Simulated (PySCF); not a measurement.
hafnium atom (Hf), triplet (core potentials on Hf). Base run: HF/def2-TZVP (PySCF).

PySCF was given this input:
```python
from pyscf import gto, scf

mol = gto.Mole()
mol.atom = '''
    Hf    0.000000    0.000000    0.000000
'''
mol.basis = 'def2-tzvp'
mol.ecp = {'Hf': 'def2-tzvp'}
mol.charge = 0
mol.spin = 2
mol.verbose = 4
mol.build()

mf = scf.UHF(mol)
mf.kernel()
mf.analyze()
```

Variants of this job, named by their change:

```
change                                                                                                                               basis functions        E (Eh)  HOMO (eV)        outcome
-----------------------------------------------------------------------------------------------------------------------------------  ---------------  ------------  ---------  -------------
base                                                                                                                                              40     -47.36787      -5.81      converged
basis = x2c-SVPall; relativity = spin-free X2C; nucleus = Gaussian (with mol.nucmod = 'G'; without mol.ecp = {'Hf': 'def2-tzvp'})                 66  -15072.69965      -5.91      converged
basis = x2c-TZVPall; relativity = none (without mol.ecp = {'Hf': 'def2-tzvp'})                                                                    81  -13917.06847      -4.75      converged
basis = ANO-RCC-VDZP; relativity = spin-free X2C (without mol.ecp = {'Hf': 'def2-tzvp'})                                                          68  -15074.76790      -5.92      converged
basis = ANO-RCC-VDZP; relativity = none (without mol.ecp = {'Hf': 'def2-tzvp'})                                                                   68             -          -  not converged
basis = ANO-RCC-VDZP; relativity = spin-free X2C; nucleus = Gaussian (with mol.nucmod = 'G'; without mol.ecp = {'Hf': 'def2-tzvp'})               68  -15072.88681      -5.92      converged
basis = x2c-SVPall; relativity = spin-free X2C (without mol.ecp = {'Hf': 'def2-tzvp'})                                                            66  -15074.24067      -5.91      converged
basis = x2c-SVPall; relativity = none (without mol.ecp = {'Hf': 'def2-tzvp'})                                                                     66             -          -  not converged
basis = x2c-TZVPall; relativity = spin-free X2C (without mol.ecp = {'Hf': 'def2-tzvp'})                                                           81  -15074.99993      -6.39      converged
basis = x2c-TZVPall; relativity = spin-free X2C; nucleus = Gaussian (with mol.nucmod = 'G'; without mol.ecp = {'Hf': 'def2-tzvp'})                81  -15073.39471      -6.39      converged
```

Totals shift with the method and basis; they matter in differences.

Open shells are given as the SCF converged; they aren't shown to be the lowest states, and a large step between rows can be another state.

Basis sets contracted for a relativistic Hamiltonian are a mismatch without it, so the rows without relativity aren't non-relativistic limits. No row has spin-orbit coupling; sets with core potentials leave out the core electrons.
